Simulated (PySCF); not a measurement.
A structure optimised at PBE0-D3(BJ)/def2-SVP, used in a PySCF frequency run:

```
Hg
Br 1 2.4127
Br 1 2.4127 2 180.00
```

Problem. Write its SMILES, formula and point group.

Solution. [Br][Hg][Br], Br2Hg, D∞h

Problem. What are its rotational constants (standard atomic weights)?

Solution. 0.54329 GHz (linear rotor, B only)
